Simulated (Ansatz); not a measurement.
Cost and result for the atomization energy of `NC1=N[SiH]1[SiH3]` (11 atoms, 11 bonds).

```xyz
11

N    -2.234   -0.196   -1.163
C    -0.995    0.241   -0.928
N    -0.497    1.427   -0.863
Si    0.754    0.193   -0.567
Si    1.535   -0.153    1.597
H    -2.961    0.464   -1.390
H    -2.426   -1.176   -1.238
H     1.712   -0.104   -1.664
H     2.059   -1.540    1.740
H     2.638    0.793    1.922
H     0.416    0.050    2.553
```

Total charge 0; spin multiplicity 1. All single points use the PBE0-D4/def2-TZVP geometry. It is one conformer, not always the lowest. Program: Ansatz. All runs use 4 threads of a server CPU on a shared host. Times are those of one run each, without the atoms' runs, and a repeat can differ threefold. Electronic energies, without spin–orbit coupling; frozen cores. CCSD(T)/CBS adds CCSD(T) − MP2 in def2-TZVPP to the MP2 limit, and its time is that of the two runs behind it. T1 = 0.016. B3LYP takes the VWN-RPA correlation (the form of Gaussian; ORCA's B3LYP/G). HSE06 is the plane-wave form, built on full-range PBE exchange.

CCSD(T)/CBS is a level of theory with its own doubt, some kJ/mol a heavy atom from the limit and from the frozen cores, so smaller differences don't rank the functionals.

```json
{"level": "LDA (SPW92)/def2-TZVPP", "functions": "261", "wall time": "1.6 s"}
{"level": "PBE-D4/def2-TZVPP (with forces)", "functions": "261", "wall time": "3.1 s"}
{"level": "PBE0-D4/def2-TZVPP", "functions": "261", "wall time": "3.7 s"}
{"level": "BHLYP-D4/def2-TZVPP", "functions": "261", "wall time": "3.9 s"}
{"level": "HSE06-D4/def2-TZVPP", "functions": "261", "wall time": "4.1 s"}
{"level": "CAM-B3LYP-D4/def2-TZVPP", "functions": "261", "wall time": "4.4 s"}
{"level": "CCSD(T)/def2-SVP", "functions": "108", "wall time": "5.5 s"}
{"level": "B3LYP-D4/def2-TZVPP (with forces)", "functions": "261", "wall time": "6 s"}
{"level": "r2SCANh-D4/def2-TZVPP", "functions": "261", "wall time": "6.5 s"}
{"level": "B2PLYP/def2-TZVPP", "functions": "261", "wall time": "7 s"}
{"level": "MP2/def2-QZVPP", "functions": "491", "wall time": "27 s"}
{"level": "CCSD(T)/def2-TZVPP", "functions": "261", "wall time": "2.9 min"}
{"level": "CCSD(T)/CBS(def2)", "functions": "–", "wall time": "3.3 min"}
```

**Question.** What atomization energy does each give, and how far from CCSD(T)/CBS? (Estimate.)

**Answer.** The calculation gave: 
```csv
level,atomization (kcal/mol),difference from CCSD(T)/CBS,per bond
LDA (SPW92)/def2-TZVPP,1039.7,143.1,13.0
PBE-D4/def2-TZVPP (with forces),923.5,26.9,2.4
PBE0-D4/def2-TZVPP,900.8,4.2,0.4
BHLYP-D4/def2-TZVPP,869.8,-26.8,-2.4
HSE06-D4/def2-TZVPP,901.6,5.0,0.5
CAM-B3LYP-D4/def2-TZVPP,903.8,7.2,0.7
CCSD(T)/def2-SVP,826.5,-70.1,-6.4
B3LYP-D4/def2-TZVPP (with forces),902.9,6.3,0.6
r2SCANh-D4/def2-TZVPP,891.9,-4.7,-0.4
B2PLYP/def2-TZVPP,888.5,-8.1,-0.7
MP2/def2-QZVPP,896.6,0.0,0.0
CCSD(T)/def2-TZVPP,865.7,-30.9,-2.8
CCSD(T)/CBS(def2),896.6,0.0,0.0
```

In def2-TZVPP, CCSD(T) changes the Hartree–Fock value by +262.2 kcal/mol (the triples alone add +17.9 kcal/mol) and MP2 by +274.6 kcal/mol; breaking electron pairs costs correlation energy, which Hartree–Fock lacks. Leaving LDA and LC-ωPBE aside and taking each functional with its dispersion term where it has one, the values spread over 53.7 kcal/mol, from BHLYP-D4 to PBE-D4. LDA lies +122.0 kcal/mol from PBE without D4, its usual overbinding. From r2SCAN to r2SCAN0 (25 % exact exchange), in def2-TZVPP and without D4, the atomization energy moves by −19.1 kcal/mol: exact exchange takes away binding that semilocal exchange gives to molecules.
